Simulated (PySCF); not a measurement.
Al(Cl)(OH)(OSiH3) (AlClH₄O₂Si), SMILES [SiH3][O][Al]([OH])[Cl].

Coordinates come from a PBE-D3(BJ)/def2-SVP optimisation. The structure was generated by enumeration; whether it is a known compound was not checked. The values are those of a single conformer.

Level of theory: PBE-D3(BJ)/def2-SVP in PySCF 2.14.0.

Frequencies are harmonic and unscaled.

```tsv
mode	ν (cm⁻¹)	IR (km/mol)	moving atoms (share of kinetic energy)
1	12	0.1	H 96 %
2	37	0.8	Si 31 %, Cl 28 %, O 24 %, H 13 %
3	62	0.0	O 74 %, H 13 %, Si 9 %
4	185	4.8	O 55 %, Cl 21 %, Al 10 %, H 8 %
5	212	29.3	O 59 %, Cl 14 %, Al 11 %, H 11 %
6	247	29.9	Al 67 %, O 22 %
7	333	130.6	H 87 %, O 12 %
8	432	8.7	Cl 36 %, O 27 %, Si 21 %, Al 13 %
9	565	134.5	H 58 %, Al 15 %, O 13 %, Cl 8 %
10	655	141.7	Al 45 %, H 29 %, Si 10 %, O 10 %
11	706	67.2	H 80 %, O 10 %, Si 9 %
12	711	54.1	H 84 %, Si 9 %
13	882	75.9	O 48 %, Al 41 %, H 10 %
14	915	69.4	H 96 %
15	918	76.5	H 96 %
16	963	375.4	H 85 %, Si 13 %
17	1094	440.2	O 74 %, Al 14 %
18	2159	96.3	H 98 %
19	2166	124.8	H 97 %
20	2167	145.9	H 96 %
21	3811	88.8	H 94 %
```
